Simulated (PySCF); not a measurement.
CoF₂, charge +1, multiplicity 5. Atoms are numbered in the order given.

```xyz
3

Co     0.0000     0.0000     0.0000
F      0.0000     0.0000    -1.6624
F      0.0000     0.0000     1.6624
```
Charge +1, spin multiplicity 5.

Geometry optimised at ωB97X-D3(BJ)/def2-TZVP. The spin state was assumed, not searched.

These are PBE/def2-TZVPD (PySCF) values and carry that method's errors.

Mulliken values depend strongly on the basis, most of all with diffuse functions as here. ESP charges are fitted to the potential on shells at 1.4 to 2.0 van der Waals radii. Atomic charges (e):

| atom | meta-Löwdin | ESP fit | Mulliken spin |
|---|---|---|---|
| Co1 | 1.67 | 1.22 | 3.10 |
| F2 | -0.34 | -0.11 | 0.45 |
| F3 | -0.34 | -0.11 | 0.45 |
